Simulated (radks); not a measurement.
Task: All-electron atom: the tellurium ion Te+ in [Kr] 4d10 5s2 5p3 (the NIST ground configuration). All-electron calculation, Dirac Kohn-Sham, HCTH/407, spin-unpolarised, spherical densities, point nucleus; open shells fill j = l - 1/2 first. Program: a radial shooting solver on a logarithmic mesh with Libxc functionals.

Spin-orbit splittings of the eigenvalues, e(l+1/2) - e(l-1/2), with zeta = 2 splitting/(2l+1) and mean radii in bohr:

| shell | occ. | splitting (eV) | zeta (eV) | <r> j=l-1/2 | <r> j=l+1/2 |
|---|---|---|---|---|---|
| 2p | 6 | 274.5 | 183.0 | 0.1008 | 0.1064 |
| 3p | 6 | 51.28 | 34.19 | 0.3119 | 0.3233 |
| 3d | 10 | ? | ? | 0.2941 | 0.2977 |
| 4p | 6 | 9.755 | 6.504 | 0.7999 | 0.8283 |
| 4d | 10 | 1.486 | 0.5945 | 0.9585 | 0.9705 |
| 5p | 3 | 0.9322 | 0.6215 | 2.415 | 2.516 |

Estimate the 3d splitting.

Result: 10.76 eV (zeta = 4.303 eV).
